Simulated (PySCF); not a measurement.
Compound: C₈H₁₁NSi.
Geometry (PBE0-D3(BJ)/def2-SVP, Å), atoms numbered from 1 in this order:
```
atom  x, y, z in Å
C1    -2.6311    0.4625    1.4320
C2    -1.3232    0.5142    0.9586
C3    -0.9510   -0.2976   -0.1208
C4     0.4476   -0.2864   -0.6729
C5     0.9210    1.1332   -1.1489
Si6    2.3055    1.0687    0.1443
C7     1.5415   -0.6483    0.3945
C8    -1.9440   -1.1199   -0.6570
C9    -3.2258   -1.0950   -0.1072
N10   -3.5747   -0.3235    0.9172
H11   -2.9311    1.0944    2.2764
H12   -0.6032    1.1863    1.4346
H13    0.4847   -0.9992   -1.5105
H14    1.2514    1.1407   -2.1980
H15    0.1588    1.9171   -1.0333
H16    2.1668    2.0158    1.2954
H17    3.7153    1.1327   -0.3518
H18    1.1303   -0.8717    1.3896
H19    2.1676   -1.5004    0.0921
H20   -1.7214   -1.7784   -1.5006
H21   -4.0105   -1.7381   -0.5235
```

Level: PBE0/pcSseg-1 in PySCF, non-relativistic, on one gas-phase PBE0-D3(BJ)/def2-SVP geometry that isn't relaxed in the solvent. The solvent is an IEF-PCM continuum (cavity from Bondi-type radii × 1.2). Only the electrostatic response of the medium enters.

Gas phase at PBE0/pcSseg-1: HOMO -7.32 eV, LUMO -0.82 eV, dipole 2.66 D.

Problem. What does the continuum do to the energy, the frontier levels and the dipole at PBE0/pcSseg-1 in acetone and water?

Solution. 
| solvent | ε | E(solvent) − E(gas) (kcal/mol) | polarisation term (kcal/mol) | distortion of the solute (kcal/mol) | HOMO (eV) | LUMO (eV) | dipole (D) |
| --- | --- | --- | --- | --- | --- | --- | --- |
| acetone | 20.49 | -4.99 | -5.92 | 0.93 | -7.53 | -0.85 | 3.59 |
| water | 78.36 | -5.32 | -6.39 | 1.07 | -7.54 | -0.85 | 3.66 |

The polarisation term is half the interaction of the solute with the surface charges that it induces; the rest is the cost of distorting the solute's density. The sum is the electrostatic part of solvation alone. From acetone to water the lowering changes by a factor 1.07, Onsager's factor (ε − 1)/(2ε + 1) by 1.06 and ε itself by 3.8.

Problem. Which radius a makes the point-dipole formula ΔE = −[(ε − 1)/(2ε + 1)]·μ²/a³ give the value in water, with the gas-phase dipole?

Solution. μ = 1.047 au and |ΔE| = 0.00848 Eh give a = 2.11 Å; the farthest nucleus lies 4.19 Å from the centroid of the nuclei, so such a sphere wouldn't even hold the nuclei. The formula assumes a rigid point dipole at the centre of a sphere.

Problem. Give the dipole vector in the frame of the coordinates (D, pointing from negative to positive charge), gas and water.

Solution. Gas (2.39, -0.16, -1.15), solvent (3.28, -0.23, -1.60). Its length changes by +38 % and its direction by less than 1°.

Problem. Which Mulliken charges (PBE0/pcSseg-1) respond most in acetone (means over atoms taken as equivalent)?

Solution. 
```json
{"atoms": "N10", "environment": "pyridine-type nitrogen", "gas (e)": "-0.412", "solvent (e)": "-0.466", "change": "-0.054"}
{"atoms": "C3", "environment": "substituted aromatic carbon", "gas (e)": "-0.078", "solvent (e)": "-0.099", "change": "-0.021"}
{"atoms": "H12/H20", "environment": "aromatic hydrogen", "gas (e)": "+0.092", "solvent (e)": "+0.111", "change": "+0.019"}
{"atoms": "Si6", "environment": "SiH2 silicon", "gas (e)": "+0.602", "solvent (e)": "+0.619", "change": "+0.017"}
{"atoms": "H11/H21", "environment": "aromatic hydrogen", "gas (e)": "+0.107", "solvent (e)": "+0.122", "change": "+0.015"}
{"atoms": "H13", "environment": "methine hydrogen", "gas (e)": "+0.121", "solvent (e)": "+0.136", "change": "+0.015"}
{"atoms": "C1/C9", "environment": "aromatic CH next to a ring nitrogen", "gas (e)": "+0.165", "solvent (e)": "+0.153", "change": "-0.012"}
{"atoms": "H17", "environment": "Si–H hydrogen", "gas (e)": "-0.077", "solvent (e)": "-0.088", "change": "-0.011"}
{"atoms": "H14/H19", "environment": "methylene hydrogen", "gas (e)": "+0.150", "solvent (e)": "+0.160", "change": "+0.010"}
{"atoms": "C4", "environment": "benzylic-type carbon", "gas (e)": "-0.241", "solvent (e)": "-0.231", "change": "+0.010"}
{"atoms": "H16", "environment": "Si–H hydrogen", "gas (e)": "-0.079", "solvent (e)": "-0.087", "change": "-0.008"}
{"atoms": "C5/C7", "environment": "sp3 carbon bound to silicon", "gas (e)": "-0.431", "solvent (e)": "-0.439", "change": "-0.008"}
```

Problem. Which Mayer bond orders change most in acetone?

Solution. 
```tsv
bond	length (Å)	gas	solvent	change
C1–C2	1.392	1.425	1.443	+0.018
C8–C9	1.395	1.399	1.416	+0.017
C9–N10	1.329	1.484	1.468	-0.016
N10–C1	1.332	1.468	1.453	-0.015
C2–C3	1.401	1.368	1.360	-0.008
C3–C8	1.396	1.415	1.409	-0.006
C1–H11	1.096	0.967	0.962	-0.005
C4–H13	1.100	0.947	0.942	-0.005
```
